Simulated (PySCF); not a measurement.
# Vibration and rotation of IF

RHF-CCSD(T) constants of IF, ¹Σ⁺ (singlet), closed shell (PySCF, scalar-relativistic core potentials, basis sets I aug-cc-pVDZ-PP with ECP28, F aug-cc-pVDZ; masses 126.9045 and 18.9984 u):

```
ωe          : 612.1 cm⁻¹
ωexe        : 3.04 cm⁻¹
Be          : 0.26748 cm⁻¹
αe          : 0.00169 cm⁻¹
De to I + F : 2.73 eV
```

Question: What force constant and bond length do these constants imply?

Answer: Reduced mass μred = 16.525 u; k = 5.8918×10⁻⁷·μred·ωe² (u, cm⁻¹, mdyn/Å) = 3.65 mdyn/Å; Re = √(16.8576/(μred·Be)) (u, cm⁻¹, Å) = 1.953 Å.

Question: Estimate the centrifugal constant D from the Kratzer relation and find the Dunham coefficient a1.

Answer: D = 4Be³/ωe² = 2.04e-07 cm⁻¹; a1 = −1 − αeωe/(6Be²) = -3.41.

Measured values (Huber and Herzberg, Constants of Diatomic Molecules (1979)): ωe = 610.24 cm⁻¹, ωexe = 3.123 cm⁻¹, Be = 0.2797108 cm⁻¹, αe = 0.0018734 cm⁻¹.

Correlated steps freeze 5 core orbitals. Correlated levels converge slowly with the basis: in double zeta they bind strong bonds too weakly, by up to about 1 eV, and carry superposition errors of some tenths. These are scalar-relativistic numbers at best; spin–orbit coupling would shift them, the dissociation energy most. Where the molecule has an RHF reference, its open-shell atoms are computed with UHF.
